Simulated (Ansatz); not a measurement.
Total energies of Be₇O₇ (the lowest singlet isomer of a short search) from Ansatz at PBE-D4/def2-SVP, gas phase (1 Eh = 27.2114 eV = 2625.5 kJ/mol). The reference geometry is relaxed at PBE0-D4/def2-SVP.

Cartesian coordinates in Å:
```
Be -1.2998 -2.7673 -0.3470
Be 1.7617 2.0756 1.4361
Be -1.8739 -0.9731 -2.2419
Be 0.2554 -2.4796 1.8069
Be 0.5755 2.9132 -0.8072
Be -1.0401 1.5562 -2.4463
Be 1.6213 -0.3251 2.5992
O 1.3779 2.9443 0.3717
O -1.8726 -2.2078 -1.5275
O 1.9981 1.0332 2.3808
O -0.2746 2.6384 -1.9193
O -0.6181 -3.0956 0.8622
O 1.1081 -1.6561 2.6004
O -1.7189 0.3436 -2.7683
```

```csv
state,geometry,energy (Eh)
charge 0 singlet,reference,-629.43438
charge -1 doublet,reference,-629.44221
free Be atom (singlet),–,-14.61177
free O atom (triplet),–,-74.91467
```

Task: Work out the vertical electron affinity, to the doublet.

Result: E(charge 0 singlet) − E(charge -1 doublet) = -629.43438 − (-629.44221) = 0.00783 Eh = 0.21 eV. The basis lacks diffuse functions, which makes affinities too small.

Task: What is the binding energy per atom against free atoms?

Result: Atoms: 7 × (-14.61177) + 7 × (-74.91467) = -626.68508 Eh. Binding: -626.68508 − (-629.43438) = 2.74930 Eh = 74.81 eV, or 5.34 eV for each of 14 atoms (no zero-point energy, no counterpoise term).

At PBE-D4/def2-SVP the highest occupied level of the charge -1 doublet lies above zero (up to 1.43 eV). By energy differences its removal costs 0.21 eV (vertical, to the charge 0 singlet, at PBE-D4/def2-SVP); self-interaction error and the lack of diffuse functions both raise the level. 

The structure comes from a short search, and lower isomers may exist.
